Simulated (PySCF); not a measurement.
Working out the ionisation energy of S²⁺

S²⁺ [Ne] 3s2 3p2 (3P) → S³⁺ [Ne] 3s2 3p1 (2P). All numbers are calculated (PySCF 2.14, the non-relativistic Hamiltonian (point nucleus), in def2-QZVPPD (10s7p5d2f1g, 79 functions)). Frozen: 1s2. Energies in hartree (1 hartree = 27.21139 eV):

| part | S²⁺ (lower) | S³⁺ (upper) |
| --- | --- | --- |
| UHF | -396.338551 | -395.083243 |
| CCSD correlation | -0.275085 | -0.254059 |
| (T) | -0.004348 | -0.003047 |

Q: What does Hartree-Fock give?

A: (-395.083243) − (-396.338551) = 1.255308 hartree = 34.159 eV.

Q: What do CCSD and CCSD(T) give?

A: The CCSD correlation energies differ by 0.021026 hartree = 0.572 eV and the triples by 0.001301 hartree = 0.035 eV, so CCSD gives 34.731 eV and CCSD(T) 34.766 eV.

A first-order spin-orbit estimate adds -0.009 eV to CCSD(T) (valence and next inner shell), giving 34.757 eV against 34.86 ± 0.04 eV (semi-empirical (NIST evaluation); NIST Atomic Spectra Database, ionization energies).

What remains against the reference includes basis incompleteness, the frozen core and higher excitations.
